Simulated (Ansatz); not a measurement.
Relaxation of BrGaH6N2O (11 atoms, charge 0, multiplicity 1), to a largest force component of 0.03 eV/Å in at most 50 steps.

Theory: RHF/def2-SVP in Ansatz.

```xyz
11
Properties=species:S:1:pos:R:3
Ga -0.089 -0.210 0.189
N -0.168 -0.172 2.081
H -0.958 -0.577 2.547
H 0.673 -0.416 2.573
O 1.550 -0.090 -0.470
H 1.697 -0.005 -1.397
N -1.561 -0.443 -0.842
H -2.492 -0.431 -0.475
H -1.569 -0.280 -1.829
Br -0.468 3.275 1.109
H -0.332 2.074 1.988
```

Question: Where does it end, and by what steps?

Answer: The run converged. The force dipped under the threshold on the way, but the program's further checks kept it going. After 13 steps the energy has fallen by 0.158 eV; Br10 moved furthest, 1.14 Å.

| step | energy less start (eV) | largest force component (eV/Å) | accepted |
| --- | --- | --- | --- |
| 0 | 0.0000 | 1.231 | yes |
| 1 | -0.0828 | 0.377 | yes |
| 2 | -0.1105 | 0.567 | yes |
| 3 | -0.1307 | 0.301 | yes |
| 4 | -0.1416 | 0.350 | yes |
| 5 | -0.1051 | 0.586 | no |
| 6 | -0.1494 | 0.090 | yes |
| 7 | -0.1526 | 0.085 | yes |
| 8 | -0.1556 | 0.111 | yes |
| 9 | -0.1566 | 0.168 | yes |
| 10 | -0.1572 | 0.190 | yes |
| 11 | -0.1583 | 0.030 | yes |
| 12 | -0.1584 | 0.012 | yes |
| 13 | -0.1584 | 0.007 | yes |

```xyz
11
Properties=species:S:1:pos:R:3
Ga -0.057 -0.298 0.072
N -0.136 0.067 1.872
H -0.932 -0.227 2.408
H 0.698 -0.074 2.412
O 1.578 -0.369 -0.605
H 1.724 -0.446 -1.533
N -1.539 -0.530 -0.939
H -2.473 -0.423 -0.595
H -1.534 -0.640 -1.933
Br -0.649 3.534 2.207
H -0.396 2.132 2.109
```

Whether the end is a true minimum wasn't checked by a vibrational analysis.

Run time: 11 s on 4 threads of AMD EPYC 9R45 96-Core Processor (Zen 5) (shared host), peak memory 0.39 GiB.
